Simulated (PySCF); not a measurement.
Mn³⁺ (manganese, charge +3) across methods

[Ar] 3d4, high-spin 5D determinant. Computed with PySCF 2.14 in dyall-av2z (16s12p7d2f, 101 functions), with no relativity, point nucleus. The B2PLYP total includes its PT2 part (frozen core); its orbital energies are those of the SCF part.

| method | E (hartree) | mean ε 3p α (eV) | mean ε 3p β (eV) | mean ε 3d α (eV) | Σ⟨r²⟩ (bohr²) | ⟨S²⟩ |
| --- | --- | --- | --- | --- | --- | --- |
| UHF | -1147.89715 | -109.31 | -97.611 | -53.301 | 13.06 | 6.002 |
| r2SCAN | -1148.867 | -93.633 | -87.773 | -43.571 | 13.15 | 6.001 |
| PBE0 | -1148.684 | -96.295 | -90.090 | -45.827 | 13.18 | 6.001 |
| B2PLYP | -1148.646 | -101.06 | -92.970 | -48.585 | 13.14 | 6.001 |
| LDA | -1146.480 | -91.542 | -87.150 | -43.206 | 13.27 | 6.000 |
| PBE | -1148.627 | -91.617 | -87.032 | -43.058 | 13.25 | 6.000 |
| TPSS | -1148.918 | -92.116 | -87.310 | -43.024 | 13.23 | 6.000 |
| wB97M-V | -1148.838 | -98.491 | -92.718 | -48.167 | 13.20 | 6.001 |

Estimate the same row for wB97X-V.

E (hartree) = -1148.764; mean ε 3p α (eV) = -98.209; mean ε 3p β (eV) = -92.684; mean ε 3d α (eV) = -48.109; Σ⟨r²⟩ (bohr²) = 13.19; ⟨S²⟩ = 6.001.
